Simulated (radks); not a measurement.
Values are calculated unless marked as measured or tabulated.
Orbital eigenvalues (eV) of the silver ion Ag3+, [Kr] 4d8, at several levels of relativity; Dirac values are averaged over j with weights 2j + 1. Spin-unpolarised spherical Kohn-Sham, PBEsol, point nucleus unless stated (finite: rms radius 4.5454 fm), a radial shooting solver on a logarithmic mesh with Libxc functionals. A level marked "c x" has the speed of light scaled by that factor and shares open shells by 2j + 1; other Dirac levels either fill j = l - 1/2 first or share by 2j + 1.

shell  non-rel.  scalar-rel.  scalar-rel., finite nucleus  Dirac, 2j+1 shares  change of magnitude, last against first (%)
1s       -24555       -25356                       -25355              -25341                                        +3.20
2s      -3575.0      -3767.4                      -3767.2             -3764.2                                        +5.29
2p      -3330.1      -3383.9                      -3383.9             -3384.6                                        +1.64
3s      -684.36      -722.61                      -722.59             -722.06                                        +5.51
3p      -585.63      -596.69                      -596.69             -596.90                                        +1.93
3d      -402.99      -398.00                      -398.00             -397.65                                        -1.33
4s      -126.18      -133.59                      -133.58             -133.52                                        +5.81
4p      -94.842      -96.758                      -96.758             -96.832                                        +2.10
4d      -44.248      -43.725                      -43.725             -43.715                                        -1.20
